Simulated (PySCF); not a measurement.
# How the method moves the HOMO and LUMO of `C[O+](C)[BH2-]P`

Species: C₂H₁₀BOP.
Atom-mapped SMILES: `[CH3:1][O+:2]([CH3:3])[BH2-:4][PH2:5]` (hydrogens: H6, H7, H8 on C1; H9, H10, H11 on C3; H12, H13 on B4; H14, H15 on P5)

Cartesian coordinates in Å at the PBE0-D3(BJ)/def2-SVP level; atoms count from 1:
```xyz
15
C2H10BOP angstrom
C     -1.624   -0.790   -0.197
O     -0.501    0.044   -0.455
C     -0.796    1.435   -0.347
B      0.883   -0.451    0.296
P      2.349    0.500   -0.607
H     -1.933   -0.696    0.857
H     -1.313   -1.819   -0.400
H     -2.446   -0.495   -0.865
H     -1.090    1.677    0.687
H     -1.605    1.680   -1.050
H      0.121    1.973   -0.618
H      0.735   -0.082    1.453
H      0.845   -1.655    0.138
H      2.962   -0.578   -1.310
H      3.268    0.476    0.481
```

Basis pcSseg-1 throughout (PySCF), one geometry. One conformer (not necessarily the lowest) at the PBE0-D3(BJ)/def2-SVP geometry, without solvent, vibrations or thermal averaging.

Q: How do the orbital energies, the gap and the dipole change with the method?

A: 
| method | kind | HOMO (eV) | LUMO (eV) | gap (eV) | μ (D) | SCF cycles |
| --- | --- | --- | --- | --- | --- | --- |
| B97-2 | global hybrid | -5.92 | 0.76 | 6.68 | 5.09 | 12 |
| PBE0 | global hybrid | -6.17 | 0.74 | 6.90 | 5.08 | 12 |
| mPW1PW91 | global hybrid | -6.19 | 0.76 | 6.94 | 5.10 | 12 |
| BHandHLYP | global hybrid | -7.11 | 1.52 | 8.63 | 5.23 | 12 |
| CAM-B3LYP | range-separated hybrid | -7.42 | 1.66 | 9.08 | 5.16 | 12 |
| wB97X-D | range-separated hybrid | -8.01 | 2.53 | 10.54 | 5.17 | 12 |
| LC-wPBE | range-separated hybrid | -8.79 | 2.95 | 11.74 | 5.21 | 12 |

The HOMO spans 2.87 eV, from B97-2 down to LC-wPBE, and the gap runs from 6.68 eV (B97-2) to 11.74 eV (LC-wPBE). Over the methods B97-2 (21 %), PBE0 (25 %), mPW1PW91 (25 %), BHandHLYP (50 %), a straight line through the gap against the share of exact exchange rises by 0.68 eV for each 10 % (correlation coefficient 1.000). The dipole ranges from 5.08 D (PBE0) to 5.23 D (BHandHLYP). This basis has no diffuse functions.
